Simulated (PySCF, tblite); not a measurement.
Species: C4H5F4P.
Bonds: F1–C2, C2–F3, C2–F4, C2–P5, P5–C6, C6–C7, C7–F8, C7–C9, P5–C9. Hydrogens: H10, H11 on C6; H12 on C7; H13, H14 on C9.

The geometry is computed with GFN2-xTB (gas phase).

(1) What internal coordinates does the optimisation give?

Results:

(1) 
```
               bond  length (pm)   order
F1–C2, C2–F3, C2–F4        134.1  single
              C2–P5        190.0  single
       P5–C6, P5–C9        187.4  single
       C6–C7, C7–C9        153.5  single
              C7–F8        137.3  single
     C6–H10, C9–H13        109.0  single
     C6–H11, C9–H14        108.9  single
             C7–H12        109.3  single
```

Bonds in one row agree within 1 pm and their mean is given. Orders are formal, as drawn. A selection of angles:
```
     angle  degrees
  F1–C2–F3    107.4
  F1–C2–F4    106.5
  F1–C2–P5    110.2
  F4–C2–P5    115.7
  C2–P5–C6     96.4
  C6–P5–C9     76.1
  P5–C6–C7     92.3
 P5–C6–H10    110.2
 P5–C6–H11    117.0
 C7–C6–H10    110.9
 C7–C6–H11    116.4
H10–C6–H11    109.2
  C6–C7–F8    112.5
  C6–C7–C9     97.6
 C6–C7–H12    114.1
 F8–C7–H12    106.1
```

Dihedral angles: F1–C2–P5–C6 -83° (synclinal); C2–P5–C6–C7 -86° (synclinal); P5–C6–C7–F8 -129° (anticlinal); C6–C7–C9–P5 11° (synperiplanar); C2–P5–C9–C7 86° (synclinal).

The 4 C–F bonds span 1.340 Å (F1–C2, drawn single) to 1.373 Å (C7–F8, drawn single), a spread of 0.033 Å. Of the pairs four or more bonds apart, F4···C7 is among the closest relative to their van der Waals radii: 2.88 Å, 91 % of the sum of Bondi's values. P5 (phosphine phosphorus) is pyramidal (angles 96.4°, 96.4° and 76.1°, sum 268.9°, 1.08 Å off the plane of its three neighbours). The 3 C–P bonds span 1.874 Å (P5–C9, drawn single) to 1.900 Å (C2–P5, drawn single), a spread of 0.026 Å. The 4-membered ring P5–C6–C7–C9 has internal angles of 76.1° to 97.6°; it is puckered, 0.07 Å rms from its mean plane, widest ring torsion 11°.

Point group: Cs (every atom within 0.08 Å of its image). Its GFN2-xTB frequencies are all real (lowest 22 cm⁻¹). One conformer, not necessarily the lowest. 3 starts were optimised and ended at 0.00, 1.91 and 1.91 kcal/mol (GFN2-xTB); the lowest of these is shown.
